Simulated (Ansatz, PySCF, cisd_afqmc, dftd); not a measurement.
Species: C₄H₂, charge 0, singlet. C4H2 (SMILES C#CC#C).
B3LYP-D3(BJ)/def2-TZVP minimum from Ansatz (an electronic-structure program):
```xyz
6

C      0.0000     0.0000    -1.8866
C      0.0000     0.0000    -0.6818
C      0.0000     0.0000     0.6818
C      0.0000     0.0000     1.8866
H      0.0000     0.0000    -2.9488
H      0.0000     0.0000     2.9488
```

Property: enthalpy of formation at 298 K (by atomisation, with ideal-gas terms from PySCF's Hessian at B3LYP-D3(BJ)/def2-TZVP and the atoms' measured values of the G2/97 table; no spin-orbit terms), in kJ/mol. Open shells are spin-unrestricted; no spin-orbit coupling. Cores are frozen in correlated methods. Rows without X2C or -DK are non-relativistic. The Monte Carlo rows (phaseless AFQMC, CISD trial, step 0.005/hartree) carry one-sigma bars that omit the constraint's bias. Outlying blocks are dropped, and bars are widened where a walk drifts. Over all cases where full CI ran beside it in this data, AFQMC minus full CI had a median of +0.1 mEh and passed +0.4 mEh in a tenth of the cases. CBS(X,Y): correlation extrapolated as X^-3, Hartree-Fock from the larger set (Q,5: extrapolated as (X+1)exp(-9√X)). A bracket is a step between two methods taken in the basis named. Functionals run without relativity, which enters their misses. Double hybrids freeze cores in their MP2 part. '+ core + X2C': CCSD(T) terms for core correlation (cc-pwCVTZ) and scalar relativity (cc-pVTZ-DK). Where a partner has so few electrons that a lower coupled-cluster level is exact, that level stands in. The restricted determinant of C4H2 (C#CC#C, singlet) is unstable towards broken spin symmetry in at least one set run.

Measured: 110.0 kcal/mol, 460.4 kJ/mol (Active Thermochemical Tables 1.112 (ions: stationary electron), as tabulated in the package chemicals); atomic spin-orbit terms, which the calculations lack, would raise the computed values.

```csv
level,program,enthalpy of formation at 298 K (kJ/mol),error against that value
r2SCANh/def2-TZVPD,Ansatz,484.2,23.8
B2GP-PLYP-D3(BJ)/def2-TZVPD,Ansatz + dftd3,478.5,18.1
"CCSD/CBS(cc-pVTZ,cc-pVQZ)",Ansatz,556.1,95.7
CCSD(T)/cc-pVQZ,Ansatz,509.9,49.5
AFQMC/CISD/cc-pVTZ,cisd_afqmc,556.8 ± 1.2,96.4
AFQMC/CISD/cc-pVQZ,cisd_afqmc,508.0 ± 1.1,47.6
"CCSD(T)/CBS(cc-pVQZ,cc-pV5Z) + [CCSDT(Q) - CCSD(T)]/cc-pVDZ + core + X2C",Ansatz,459.4,-1.0
```
